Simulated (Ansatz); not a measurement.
`B[SiH]([SiH3])Cl` + `BN` → `B[SiH](Cl)BN` + SiH₄ at 700 K and 1 bar (formal exchange of groups at the Si–Si bond).

Isolated molecules relaxed with PBE0-D4/def2-TZVP in Ansatz; ΔE leaves out vibrations. CCSD(T)/CBS adds triple-zeta CCSD(T) − MP2 to the extrapolated MP2 energy (def2 sets, frozen cores). This one scheme is used for every species. Each species was taken in one conformer, which may not be the lowest.

| species | CCSD(T)/CBS energy (Eh) | H − E (kJ/mol) | S (J/(mol·K)) |
| --- | --- | --- | --- |
| `B[SiH]([SiH3])Cl` | -1066.34213 | 228.8 | 491.3 |
| `BN` | -81.93499 | 163.7 | 282.2 |
| `B[SiH](Cl)BN` | -856.81167 | 274.4 | 496.5 |
| SiH₄ | -291.46306 | 115.5 | 252.9 |

H − E and S are ideal-gas, rigid-rotor, harmonic terms from PBE0-D4/def2-TZVP, for one conformer and one mirror image of each species. 1 Eh = 2625.50 kJ/mol, R = 8.31446 J/(mol·K).

Task: By hand: ΔE, ΔH, ΔS and ΔG.

Result: ΔE = (-856.81167) + (-291.46306) − (-1066.34213) − (-81.93499) = 0.00239 Eh = 6.3 kJ/mol. Δ(H − E) = 274.4 + 115.5 − 228.8 − 163.7 = -2.6, so ΔH = 3.7 kJ/mol. ΔS = 496.5 + 252.9 − 491.3 − 282.2 = -24.1 J/(mol·K). ΔG = 3.7 − 700 × (-24.1)/1000 = 20.6 kJ/mol.

Task: By hand: the equilibrium constant, and the temperature at which ΔG would vanish if ΔH and ΔS stayed fixed.

Result: log₁₀ K = −ΔG/(RT ln 10) = -1.5. ΔH and −TΔS have one sign here, so there is no such temperature. One of them is within its doubt of zero, so this could turn.

TΔS isn't small against ΔH here. A doubt of 5 kJ/mol in ΔE shifts log₁₀ K by 0.4 here. Other conformers and mirror images would add mixing entropy, several J/(mol·K) or more a flexible species. These are equilibria of isolated gas molecules and say nothing of rates. Largest T1 diagnostic: 0.013 (customary marks: 0.02 for closed shells, 0.045 for open ones).
